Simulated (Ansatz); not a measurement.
Consider the formal exchange of groups at the Si–O bond: `[CH3][SnH]([Cl])[O][SiH3]` + `BO[SiH3]` → `[SiH3]BO[SiH3]` + `[CH3][SnH]([OH])[Cl]`.

Program: Ansatz. Geometries: PBE0-D4/def2-TZVP. ΔE: electronic, gas phase. CBS: MP2 limit from def2 TZ/QZ plus the TZ coupled-cluster correction, frozen cores. DFT in def2-TZVPP. def2 core potentials past Kr. For Sn outer-core shells are correlated without core-valence functions, which leaves a few kJ/mol of doubt a bond. One conformer a species, not always the lowest.

| level | ΔE (kJ/mol) |
| --- | --- |
| r2SCAN-D4 | 119.5 |
| CAM-B3LYP-D4 | 130.2 |
| ωB97X-V | 123.4 |
| SCS-MP2/def2-QZVPP | 139.8 |

Task: What does CCSD(T)/CBS give? (Estimate.)

Result: The calculation gave: +128.0 kJ/mol. The listed levels differ from it by -8.5, 2.2, -4.6, 11.8 kJ/mol.

Largest T1 diagnostic among the species: 0.014.

From r2SCAN to r2SCAN0 (25 % exact exchange), in def2-TZVPP and without D4, ΔE moves by +4.9 kJ/mol. Leaving LDA and LC-ωPBE aside and taking each functional with its dispersion term where it has one, the values, not all of them listed here, spread over 39.7 kJ/mol, from PBE-D4 to BHLYP-D4. The D4 term adds +3.9 kJ/mol with B3LYP and +2.2 kJ/mol with PBE0; it sums over pairs of atoms, weighted by their polarisabilities, and B3LYP, whose exchange is more repulsive, gets the larger term.

B3LYP here is the variant with VWN-RPA as its local correlation; programs differ in this.

CCSD(T)/CBS has its own doubt, a few kJ/mol and more with outer-core shells, so smaller differences from it don't rank the levels.
